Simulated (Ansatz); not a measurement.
`[F][Au]` + H₂ → `[AuH]` + H–F  (hydrogenolysis of the Au–F bond)

Gas-phase electronic energies from Ansatz, PBE0-D4/def2-TZVP geometries. CCSD(T)/CBS adds triple-zeta CCSD(T) − MP2 to the extrapolated MP2 energy (def2 sets, frozen cores). This one scheme is used for every species. DFT in def2-TZVPP. Elements past krypton have def2 core potentials. For Au outer-core shells are correlated without core-valence functions, which leaves a few kJ/mol of doubt a bond.

Problem. Is it downhill or uphill in electronic energy at CCSD(T)/CBS, and by how much? (Estimate.)

Solution. The calculation gave: Downhill: ΔE = -159.9 kJ/mol.

Problem. What do these levels give: PBE0-D4, r2SCANh-D4, revPBE, RPA@PBE/def2-TZVPP, HF/def2-TZVPP, HF/CBS(def2)? (Estimate.)

Solution. The calculation gave: PBE0-D4 -151.7, r2SCANh-D4 -149.8, revPBE -140.2, RPA@PBE/def2-TZVPP -139.5, HF/def2-TZVPP -117.9, HF/CBS(def2) -114.0 kJ/mol.

Largest T1 diagnostic among the species: 0.030, so the coupled-cluster value is less sure than usual.

From r2SCAN to r2SCAN0 (25 % exact exchange), in def2-TZVPP and without D4, ΔE moves by −9.2 kJ/mol. In def2-TZVPP, CCSD(T) changes the Hartree–Fock value by −41.2 kJ/mol (the triples alone add +0.2 kJ/mol) and MP2 by −61.8 kJ/mol.
